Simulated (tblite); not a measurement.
Species: C₇H₁₀NOP.
Geometry (GFN2-xTB, Å), atoms numbered from 1 in this order:
```xyz
20
C7H10NOP angstrom
C      2.2591    0.2057   -1.2349
C      2.1369    0.5103    0.2510
P      0.9737   -0.7020    0.9938
O      1.3563   -2.1012    0.8071
C     -0.6705   -0.2813    0.3478
C     -1.3147   -1.1954   -0.4726
C     -2.5604   -0.8552   -0.9801
N     -3.1555    0.2952   -0.7194
C     -2.5381    1.1618    0.0658
C     -1.2937    0.9274    0.6288
H      3.0181    0.8293   -1.7025
H      1.3088    0.3782   -1.7397
H      2.5325   -0.8393   -1.3715
H      3.0979    0.3717    0.7537
H      1.7923    1.5296    0.4248
H      0.8953   -0.2962    2.3305
H     -0.8426   -2.1415   -0.6908
H     -3.1090   -1.5298   -1.6242
H     -3.0698    2.0866    0.2491
H     -0.8219    1.6568    1.2705
```

Method: GFN2-xTB as coded in tblite; computed harmonic values from a numerical Hessian at the method's own geometry, unscaled. Errors from tens to a few hundred cm⁻¹ against measured bands are possible. Modes of hydrogen on phosphorus can be 10 to 20 % off. One conformer, not necessarily the lowest.

Harmonic wavenumbers (cm⁻¹): 38.5, 54.4, 101.1, 145.2, 180.8, 197.1, 251.1, 313.6, 320.9, 390.0, 424.6, 491.8, 625.9, 671.0, 693.0, 716.7, 749.1, 777.9, 864.0, 888.7, 913.3, 923.0, 928.4, 974.8, 1001.1, 1006.9, 1077.2, 1086.1, 1102.4, 1135.7, 1199.3, 1211.1, 1244.8, 1254.9, 1278.5, 1285.5, 1366.5, 1405.7, 1430.5, 1446.5, 1489.7, 1493.1, 1560.1, 1568.1, 2247.6, 2948.6, 2982.5, 3012.0, 3027.0, 3032.1, 3056.8, 3060.7, 3075.6, 3088.3.

A = 2189, B = 747.4, C = 697.8 MHz; mass 155.050 u (most abundant isotopes); point group C1, symmetry number 1.

What is the zero-point energy?

½Σν̃ = 33905 cm⁻¹ = 96.94 kcal/mol.

Entropy at 273.15 K, 1 bar (ideal gas, RRHO, classical rotation)?

Translation 40.62, rotation 29.76, vibration 28.25: S = 98.6 cal/(mol K).

And Cp and H(273.15 K) − H(0)?

Cp = 37.26 cal/(mol K), of which vibrations give 29.31 (their classical limit is 54 R = 107.3); H(273.15 K) − H(0) = 6.19 kcal/mol without the zero-point energy, 4.02 from vibrations.

What must be added to the electronic energy to get the Gibbs energy at 273.15 K and 1 bar?

ZPE + [H(273.15 K) − H(0)] − T·S = 96.94 + 6.19 − 26.94 = 76.19 kcal/mol.

Which modes carry the vibrational entropy at 273.15 K?

38.5 cm⁻¹: 5.16; 54.4 cm⁻¹: 4.48; 101.1 cm⁻¹: 3.26; 145.2 cm⁻¹: 2.57; 180.8 cm⁻¹: 2.16; 197.1 cm⁻¹: 2.00 cal/(mol K); the other 48 give 8.62 together.

How do the functions run with temperature in this model?

| T (K) | S (cal/(mol K)) | Cp (cal/(mol K)) | H − H(0) (kcal/mol) | G − H(0) (kcal/mol) | ln q(vib) |
| --- | --- | --- | --- | --- | --- |
| 50 | 60.8 | 13.6 | 0.52 | -2.52 | 0.72 |
| 100 | 72.0 | 19.2 | 1.35 | -5.85 | 2.06 |
| 298.15 | 102.0 | 40.1 | 7.16 | -23.26 | 7.49 |
| 373.15 | 111.9 | 48.5 | 10.49 | -31.28 | 9.52 |
| 500 | 127.9 | 60.9 | 17.46 | -46.51 | 12.97 |
| 750 | 156.1 | 77.7 | 34.95 | -82.10 | 19.63 |
| 1000 | 180.0 | 88.2 | 55.78 | -124.19 | 25.89 |

q(vib) and H(0) count from the zero-point level.

Hindered rotation and anharmonicity are outside this model. Other conformers, if any are populated, would add a mixing term that is left out. The structure is chiral; the term R ln 2 for an equal mix with its mirror image is left out.
